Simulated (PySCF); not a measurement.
Atom-mapped SMILES (the numbers label the heavy atoms): `[CH3:1][CH:2]([CH3:3])[SiH2:4]/[CH:5]=[CH:6]/[SiH2:7][PH2:8]`; H(Xn) means a hydrogen on atom n.

- GFN2-xTB structure
- PBE0/pcSseg-1 with gauge-including orbitals
- run in PySCF 2.14
- gas phase, relativity neglected, rapidly exchanging positions averaged, a single conformation

Q: List the cross peaks expected in HSQC, COSY and HMBC spectra.

A: 

HSQC (one-bond C–H):
| δH | δC |
| --- | --- |
| 7.22 (H(C6)) | 155.7 (C6) |
| 7.08 (H(C5)) | 158.5 (C5) |
| 1.11 (H(C1)/H(C3)) | 21.0 (C1/C3) |
| 0.99 (H(C2)) | 16.4 (C2) |

COSY cross peaks (H two or three bonds apart, from the bond graph; peaks can be absent where the dihedral angle is near 90°):
| δH | δH |
| --- | --- |
| 7.22 (H(C6)) | 7.08 (H(C5)) |
| 7.22 (H(C6)) | 4.60 (H(Si7)) |
| 7.08 (H(C5)) | 4.21 (H(Si4)) |
| 4.60 (H(Si7)) | 0.99 (H(P8)) |
| 4.21 (H(Si4)) | 0.99 (H(C2)) |
| 1.11 (H(C1)/H(C3)) | 0.99 (H(C2)) |

HMBC (two and three bonds, from the bond graph):
| δH | δC |
| --- | --- |
| 7.22 (H(C6)) | 158.5 (C5) |
| 7.08 (H(C5)) | 155.7 (C6), 16.4 (C2) |
| 4.60 (H(Si7)) | 158.5 (C5), 155.7 (C6) |
| 4.21 (H(Si4)) | 158.5 (C5), 155.7 (C6), 21.0 (C1/C3), 16.4 (C2) |
| 1.11 (H(C1)/H(C3)) | 21.0 (C1/C3), 16.4 (C2) |
| 0.99 (H(P8)) | 155.7 (C6) |
| 0.99 (H(C2)) | 158.5 (C5), 21.0 (C1/C3) |

Shifts are taken against calculated references (same method and geometry level): ¹H (31.72 ppm), ¹³C (186.93 ppm) vs TMS.

Short H···H contacts in this conformer between protons four or more bonds apart (candidates for NOE cross peaks, intensity ∝ r⁻⁶): H(C5)···H(P8) 2.51 Å, H(Si4)···H(C6) 2.78 Å.

Shifts are as computed. Against solution values, carbons near 30 ppm lie about +3 ppm off and those near 130 ppm about +5 ppm. Of 1211 compounds with measured shifts, 218 miss one by over three times the rms of a fit or turn the order of signals round; such compounds aren't used in these exercises.
